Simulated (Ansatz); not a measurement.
`O[SiH2]B(F)Cl`, charge 0, multiplicity 1.

Problem. Give a relaxed structure at PBE0-D4/def2-TZVP (Ansatz 0.2.0). (Best estimate.)

Solution. Computed: 
```xyz
8

O    -1.188    0.419    1.286
Si    0.021    0.809    0.236
B     0.672   -0.852   -0.737
F     1.747   -0.874   -1.493
Cl   -0.244   -2.353   -0.609
H    -1.693   -0.372    1.089
H    -0.433    1.791   -0.790
H     1.118    1.431    1.018
```
